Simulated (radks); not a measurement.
The numbers below are computed, except where a source is named.
Effect of the nuclear size on neutral gadolinium, [Xe] 4f7 5d1 6s2. Code: a radial shooting solver on a logarithmic mesh with Libxc functionals. Model: Dirac Kohn-Sham, PBE, spin-unpolarised, spherical densities, finite nucleus; open shells fill j = l - 1/2 first; Fermi nuclear charge, rms radius 5.1569 fm. The rms radius is varied about that value; shifts are against it.

rms radius (fm)  total energy shift (eV)  density at nucleus (e/bohr^3)  1s1/2 shift (meV)  2s1/2 shift (meV)  5s1/2 shift (meV)  5p1/2 shift (meV)  6s1/2 shift (meV)  5d3/2 shift (meV)  6p1/2 (empty) shift (meV)
4.306                              -6.42                       6.58e+05              -2640               -341              -2.61              0.333             -0.141              0.220                      0.095
4.7598                             -3.10                      6.415e+05              -1280               -165              -1.26              0.161             -0.068              0.106                      0.046
5.1569                                 0                      6.285e+05              0.000              0.000              0.000              0.000              0.000              0.000                      0.000
5.3993                              1.98                      6.212e+05                818                105              0.806             -0.103              0.043             -0.068                     -0.029
6.0594                              7.73                      6.032e+05               3190                410               3.14             -0.401              0.169             -0.264                     -0.114

Slopes of the eigenvalues against <r^2> in GHz/fm^2, as finite differences over the two radii next to the reference (eigenvalue slopes, not the field-shift constants of lines): 1s1/2 78000, 2s1/2 10000, 5s1/2 76.9, 5p1/2 -9.83, 6s1/2 4.15, 5d3/2 -6.48, 6p1/2 (empty) -2.80.
